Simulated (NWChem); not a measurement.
System: C₂H₅NOSi; SMILES O=C/C=N/[SiH3]

The following NWChem deck was run.

```
start job
memory heap 200 mb stack 900 mb global 1100 mb
geometry units angstroms noautosym
  O      0.324261     2.950003     0.010879
  C     -0.348361     1.941511    -0.031020
  C      0.255621     0.564999     0.063589
  N     -0.509555    -0.449400    -0.047517
  Si     0.040231    -2.131247     0.000775
  H     -1.457725     1.948715    -0.144059
  H      1.359086     0.556726     0.233124
  H     -1.151906    -3.008733     0.300000
  H      1.114759    -2.337483     1.059972
  H      0.595659    -2.473243    -1.370831
end
basis spherical
  * library 6-31g*
end
dft
  xc b3lyp
  grid fine
  iterations 150
end
driver
  maxiter 120
  tight
end
task dft optimize
task dft freq
```

The level has its own optimisation; frequencies are unscaled. Brackets give each atom's bonded neighbours.

### Question
Predict the main results of this run. (B3LYP/6-31G* (spherical d).) Quantities: r C–O (Å); r C–C (Å); r C–H [C(CHO)–H(C)] (Å); r C–N (Å); highest harmonic frequency (cm⁻¹); lowest (cm⁻¹); zero-point energy (kcal/mol); dipole (D).

### Answer
```yaml
r C–O (Å): 1.212
r C–C (Å): 1.503
r C–H [C(CHO)–H(C)] (Å): 1.109
r C–N (Å): 1.271
highest harmonic frequency (cm⁻¹): 3016
lowest (cm⁻¹): 109
zero-point energy (kcal/mol): 41.0
dipole (D): 2.02
```
